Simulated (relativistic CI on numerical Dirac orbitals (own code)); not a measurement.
# Ti2+ in a cubic cluster: 3s photoemission with charge transfer

Computed with a charge-transfer multiplet model of a cubic metal-ligand cluster with up to 2 ligand holes, Slater and spin-orbit integrals from Dirac-Coulomb-Breit ions, Slater integrals scaled by 0.8. The ground state mixes d2 with configurations of k ligand holes L, whose averages lie at kΔ + k(k − 1)U_dd/2; a core hole lowers each added d electron by U_cd. 20 K, Lorentzian 1.4 eV and Gaussian 0.8 eV FWHM.

Atomic integrals in eV (Slater integrals scaled, ζ unscaled), ground: F2dd 6.578, F4dd 4.090, zeta_d 0.013; with the core hole: F2dd 7.636, F4dd 4.793, zeta_d 0.018, G2cd 7.900.

Cluster parameters (eV): Δ = 7.3, U_dd = 3.9, U_cd = 4.8, 10Dq(ligand) = 0.9, V(eg) = 2.05, V(t2g) = -0.98, final-state hopping factor = 1.

```
          Case   n_d    d2   d3L  d4L2     S
10Dq = 0.55 eV  2.28  0.74  0.24  0.02  1.00
10Dq = 0.85 eV  2.27  0.75  0.23  0.02  1.00
10Dq = 1.15 eV  2.26  0.75  0.23  0.02  1.00
```

Weights, n_d and S are thermal averages at 20 K. Binding energies count from the first peak over 30 % of the highest in each spectrum, which can be another peak from case to case. The parameters are a model scan and need not match a compound or its usual spin state. Peaks in eV (height, largest 100):
- 10Dq = 0.55 eV: 0.0 (100), 4.8 (57), 12.6 (6)
- 10Dq = 0.85 eV: 0.0 (100), 4.7 (56), 12.6 (6)
- 10Dq = 1.15 eV: 0.0 (100), 4.8 (55), 12.7 (6)

Curve for 10Dq = 1.15 eV (points under 2 left out, the grid thinned):

E (eV), Intensity and a bar:
```
     -3.9        4.2 #
     -3.5        5.1 #
     -3.1        6.3 #
     -2.7        8.2 ##
     -2.2       11.9 ###
     -1.8       17.0 #####
     -1.4       26.1 ########
     -1.0       42.7 #############
     -0.6       69.1 #####################
     -0.2       95.0 #############################
      0.2       97.0 ##############################
      0.7       65.9 ####################
      1.1       41.4 ############
      1.5       27.0 ########
      1.9       19.8 ######
      2.3       16.7 #####
      2.7       16.2 ####
      3.1       18.0 #####
      3.5       22.9 #######
      4.0       36.0 ###########
      4.4       49.8 ###############
      4.8       55.4 #################
      5.2       48.0 ###############
      5.6       35.9 ###########
      6.0       26.4 ########
      6.4       20.3 ######
      6.9       16.4 #####
      7.3       15.0 ####
      7.7       14.4 ####
      8.1       13.6 ####
      8.5       12.0 ###
      8.9        9.5 ##
      9.3        7.1 ##
      9.7        5.5 #
     10.2        4.3 #
     10.6        3.9 #
     11.0        3.7 #
     11.4        3.9 #
     11.8        4.4 #
     12.2        5.4 #
     12.6        6.1 #
     13.1        5.3 #
     13.5        3.9 #
     13.9        2.7 
     14.3        2.0
```

For the case 10Dq = 1.15 eV, Δ = 7.3 eV is larger than U_dd = 3.9 eV, the Mott-Hubbard side of the Zaanen-Sawatzky-Allen scheme. With the core hole the average of the configuration with one ligand hole lies at Δ − U_cd = 2.5 eV before mixing: the effective hopping of about 4.4 eV (from the holes of the mixed ground state) is comparable with this gap or larger, so the configurations mix strongly.

Without intra-shell correlation the exchange splitting of the 3s hole comes out too large.
